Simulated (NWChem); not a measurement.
Everything below was run with NWChem. System: H5BOSi, charge 0, spin multiplicity 1, displaced from the optimised geometry. The structure started from a generated list of species. Level: PBE/def2-SVP.

The NWChem input:

```
start mol
memory heap 200 mb stack 800 mb global 1000 mb
geometry units angstroms nocenter noautoz noautosym
  B      0.516486    -1.754746     0.000000
  H      1.743964    -1.570376     0.000000
  H      0.029806    -2.890091     0.000000
  O     -0.343882    -0.684047     0.000000
  Si    -0.103985     1.015495     0.000000
  H     -0.767183     1.578776    -1.243940
  H      1.385015     1.332093     0.000000
  H     -0.767183     1.578776     1.243940
end
basis spherical
  * library def2-svp
end
dft
  xc xpbe96 cpbe96
  semidirect memsize 60000000 filesize 0
  iterations 100
end
task dft gradient
```

Output (cleaned and shortened):

```
             Northwest Computational Chemistry Package (NWChem) 7.3.0
             --------------------------------------------------------

                                NWChem Input Module
                                -------------------

 Scaling coordinates for geometry "geometry" by  1.889725989
 (inverse scale =  0.529177249)

                             Geometry "geometry" -> ""
                             -------------------------

 Output coordinates in angstroms (scale by  1.889725989 to convert to a.u.)

  No.       Tag          Charge          X              Y              Z
 ---- ---------------- ---------- -------------- -------------- --------------
    1 B                    5.0000     0.51648600    -1.75474600     0.00000000
    2 H                    1.0000     1.74396400    -1.57037600     0.00000000
    3 H                    1.0000     0.02980600    -2.89009100     0.00000000
    4 O                    8.0000    -0.34388200    -0.68404700     0.00000000
    5 Si                  14.0000    -0.10398500     1.01549500     0.00000000
    6 H                    1.0000    -0.76718300     1.57877600    -1.24394000
    7 H                    1.0000     1.38501500     1.33209300     0.00000000
    8 H                    1.0000    -0.76718300     1.57877600     1.24394000

 Effective nuclear repulsion energy (a.u.)      98.5862990252

            Nuclear Dipole moment (a.u.)
            ----------------------------
        X                 Y               Z
 ---------------- ---------------- ----------------
     0.0000056692     0.0000037795     0.0000000000


 Summary of "ao basis" -> "" (spherical)
 ------------------------------------------------------------------------------
       Tag                 Description            Shells   Functions and Types
 ---------------- ------------------------------  ------  ---------------------
 *                          def2-svp                  on all atoms

  pbe96 is a nonlocal functional; adding pw91lda local functional.

                                 NWChem DFT Module
                                 -----------------

 Summary of "ao basis" -> "ao basis" (spherical)
 ------------------------------------------------------------------------------
       Tag                 Description            Shells   Functions and Types
 ---------------- ------------------------------  ------  ---------------------
 B                          def2-svp                 6       14   3s2p1d
 H                          def2-svp                 3        5   2s1p
 O                          def2-svp                 6       14   3s2p1d
 Si                         def2-svp                 8       18   4s3p1d

 Summary of "ao basis" -> "ao basis" (spherical)
 ------------------------------------------------------------------------------
       Tag                 Description            Shells   Functions and Types
 ---------------- ------------------------------  ------  ---------------------
 B                          def2-svp                 6       14   3s2p1d
 H                          def2-svp                 3        5   2s1p
 O                          def2-svp                 6       14   3s2p1d
 Si                         def2-svp                 8       18   4s3p1d

            General Information
            -------------------
          SCF calculation type: DFT
          Wavefunction type:  closed shell.
          No. of atoms     :     8
          No. of electrons :    32
           Alpha electrons :    16
[...]
  ----- ------------  ---------------      ----- ------------  ---------------
    50      1.091825  5 Si py                27      0.627040  4 O  s
    58     -0.286770  6 H  s                 68     -0.286770  8 H  s
    47      0.270755  5 Si py                63     -0.218409  7 H  s
    32      0.189699  4 O  py                29      0.167325  4 O  py
     7      0.162775  1 B  px                26      0.153398  4 O  s

 Vector   19  Occ=0.000000D+00  E= 3.190015D-02
              MO Center= -6.1D-02,  1.1D+00, -4.1D-08, r^2= 3.6D+00
   Bfn.  Coefficient  Atom+Function         Bfn.  Coefficient  Atom+Function
  ----- ------------  ---------------      ----- ------------  ---------------
    49      1.472316  5 Si px                63     -1.341685  7 H  s
    58      0.464462  6 H  s                 68      0.464462  8 H  s
    42      0.382544  5 Si s                 21     -0.326056  3 H  s
     8     -0.295916  1 B  py                46      0.282711  5 Si px
    62     -0.211706  7 H  s                 50     -0.168800  5 Si py

 center of mass
 --------------
 x =  -0.03420061 y =  -0.05730151 z =   0.00000000

 moments of inertia (a.u.)
 ------------------
         325.015882985944          45.107339952316           0.000000000000
          45.107339952316          51.479995024252           0.000000000000
           0.000000000000           0.000000000000         354.219649900764

     Multipole analysis of the density
     ---------------------------------

     L   x y z        total         alpha         beta         nuclear
     -   - - -        -----         -----         ----         -------
     0   0 0 0     -0.000000    -16.000000    -16.000000     32.000000

     1   1 0 0      0.049906      0.024950      0.024950      0.000006
     1   0 1 0      0.566763      0.283380      0.283380      0.000004
     1   0 0 1     -0.000000     -0.000000     -0.000000      0.000000

     2   2 0 0    -21.792459    -26.196299    -26.196299     30.600139
     2   1 1 0     -0.042172     13.424466     13.424466    -26.891104
     2   1 0 1      0.000000      0.000000      0.000000      0.000000
     2   0 2 0    -21.369883   -102.022941   -102.022941    182.675999
     2   0 1 1     -0.000000     -0.000000     -0.000000      0.000000
     2   0 0 2    -20.075563    -15.563599    -15.563599     11.051635

            General Information
            -------------------
          SCF calculation type: DFT
          Wavefunction type:  closed shell.
          No. of atoms     :     8
          No. of electrons :    32
           Alpha electrons :    16
            Beta electrons :    16
          Charge           :     0
          Spin multiplicity:     1
          Use of symmetry is: off; symmetry adaption is: off
          Maximum number of iterations: 100
          AO basis - number of functions:    71
                     number of shells:    35
          Convergence on energy requested:  1.00D-06
          Convergence on density requested:  1.00D-05
          Convergence on gradient requested:  5.00D-04

              XC Information
              --------------
          PerdewBurkeErnzerhof Exchange Functional  1.000
            Perdew 1991 LDA Correlation Functional  1.000 local
           PerdewBurkeErnz. Correlation Functional  1.000 non-local

             Grid Information
             ----------------
          Grid used for XC integration:  medium
          Radial quadrature: Mura-Knowles
          Angular quadrature: Lebedev.
          Tag              B.-S. Rad. Rad. Pts. Rad. Cut. Ang. Pts.
          ---              ---------- --------- --------- ---------
          B                   0.85       49          10.0       434
          H                   0.35       45          12.0       434
          O                   0.60       49           8.0       434
          Si                  1.10       88          11.0       590
          Grid pruning is: on
          Number of quadrature shells:   411
          Spatial weights used:  Erf1

          Convergence Information
          -----------------------
          Convergence aids based upon iterative change in
          total energy or number of iterations.
          Levelshifting, if invoked, occurs when the
          HOMO/LUMO gap drops below (HL_TOL):  1.00D-02
          DIIS, if invoked, will attempt to extrapolate
          using up to (NFOCK): 10 stored Fock matrices.

                    Damping( 0%)  Levelshifting(0.5)       DIIS
                  --------------- ------------------- ---------------
          dE  on:    start            ASAP                start
          dE off:    2 iters        100 iters           100 iters

      Screening Tolerance Information
      -------------------------------
          Density screening/tol_rho:  1.00D-10
          AO Gaussian exp screening on grid/accAOfunc:  14
          CD Gaussian exp screening on grid/accCDfunc:  20
          XC Gaussian exp screening on grid/accXCfunc:  20
          Schwarz screening/accCoul:  1.00D-08

                            NWChem DFT Gradient Module
                            --------------------------

  charge          =   0.00
  wavefunction    = closed shell

                         DFT ENERGY GRADIENTS

    atom               coordinates                        gradient
                 x          y          z           x          y          z
   1 B       0.976017  -3.315989   0.000000    0.002973  -0.006744  -0.000000
   2 H       3.295614  -2.967580   0.000000    0.006672   0.000693   0.000000
   3 H       0.056325  -5.461480   0.000000   -0.001722  -0.006888   0.000000
   4 O      -0.649843  -1.292661   0.000000   -0.007600   0.003876   0.000000
   5 Si     -0.196503   1.919007   0.000000   -0.001167   0.002278   0.000000
   6 H      -1.449766   2.983454  -2.350706   -0.002542   0.002832  -0.005204
   7 H       2.617299   2.517291   0.000000    0.005927   0.001122   0.000000
   8 H      -1.449766   2.983454   2.350706   -0.002542   0.002832   0.005204

                 ----------------------------------------
                 |  Time  |  1-e(secs)   |  2-e(secs)   |
                 ----------------------------------------
                 |  CPU   |       0.01   |       2.23   |
                 ----------------------------------------
                 |  WALL  |       0.01   |       2.23   |
                 ----------------------------------------

 Task  times  cpu:        7.0s     wall:        7.0s

 Total times  cpu:        7.0s     wall:        7.0s
```
